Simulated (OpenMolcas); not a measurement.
An OpenMolcas run meant for Hf (ANO-R3, X2C; inactive shells 1s 2s 2p 3s 3p 3d 4s 4p 4d 4f 5s 5p; intended active space 4 electrons in 6 orbitals (5d 6s)). One step of its input:

```
&RASSCF
FileOrb=start.orb
Symmetry=1
Spin=6
nActEl=4 0 0
Inactive=15 19
Ras2=6 0
CIRoot=15 15 1
SDav=15
CIMx=300
Iter=76 100
PrWF=0.3
OrbListing=Nothing
MaxOrb=0
Atom
CIOnly
>>> COPY $Project.JobIph JOB001
```

Lines from the output:

```
--- SEWARD ---
Basis set label: HF.ANO-R...9S7P7D4F3G1H.

      Electronic valence basis set:
      ------------------
      Associated Effective Charge  72.000000 au
      Associated Actual Charge     72.000000 au
      Nuclear Model: Finite nucleus - Gaussian distribution
        Gaussian exponent, Xi/bohr**(-2):  1.50087E+08

      Shell  nPrim  nBasis  Cartesian Spherical Contaminant
         s      25       9        X
         p      20       7        X
         d      15       7                 X
         f      10       4                 X
         g       4       3                 X
         h       3       1                 X
                  Relativistic X2C integrals
                  Atomic mean-field integrals
--- RASSCF ---

 Nr of active orbitals     NAC=   6
 Spin degeneracy         ISPIN=   6
 There can be no such wave function.
 ************************************************
--- Stop Module: rasscf at  /rc=_RC_INPUT_ERROR_ ---
.####################.
.# User input error #.
.####################.
```

Q: What is wrong with the input?

A: The spin multiplicity does not fit the number of active electrons: an even count needs an odd multiplicity and the reverse.
